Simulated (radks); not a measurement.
The numbers below are computed, except where a source is named.
Excited configurations of Ce: one electron is placed in a higher orbital outside [Xe] 4f1 5d2. The ground configuration is [Xe] 4f1 5d1 6s2. Level of theory: Dirac Kohn-Sham, LDA (Slater exchange, Perdew-Wang correlation), spin-unpolarised, spherical densities, finite nucleus; open shells are shared between the two j in proportion to 2j + 1; Fermi nuclear charge, rms radius 4.8771 fm (a radial shooting solver on a logarithmic mesh with Libxc functionals). Excitation = E - E(ground); binding = E(ion) - E, where the ion is the core of charge +1; n* = 1/sqrt(2 binding) in atomic units, and the quantum defect is n - n*. Eigenvalue and <r> are those of j = l + 1/2.

outer orbital  excitation (eV)  binding (eV)     n*  quantum defect  eigenvalue (eV)  <r> (bohr)
5f                       5.579         0.926  3.833           1.167           -0.433       16.97
6s                       0.923         5.582  1.561           4.439           -3.373       4.478
6p                       3.198         3.307  2.028           3.972           -1.633       6.165
6d                       5.029         1.476  3.036           2.964           -0.721       11.70
6f                       5.857         0.648  4.583           1.417           -0.371       28.59
7p                       4.978         1.527  2.985           4.015           -0.883       13.66
7d                       5.593         0.912  3.862           3.138           -0.531       21.63
7f                       6.034         0.471  5.375           1.625           -0.293       42.81

Estimate the row for 7s.

Answer. excitation (eV) 4.463; binding (eV) 2.042; n* 2.581; quantum defect 4.419; eigenvalue (eV) -1.223; <r> (bohr) 10.70. The Delta-SCF ionisation energy is 6.505 eV (NIST Atomic Spectra Database: 5.539 eV, measured). Self-interaction in the functional shifts the binding energies and quantum defects, so they are the method's values and not measured ones. Spin polarisation and multiplet splitting are left out, so open shells lie too high by an amount that depends on their filling. Sharing an open shell by 2j + 1 raises it above the true ground level by a part of the spin-orbit splitting, which enters the differences from NIST.

Beside tabulated values, note that spin-unpolarised runs miss the spin-polarisation part of the exchange energy of open shells.
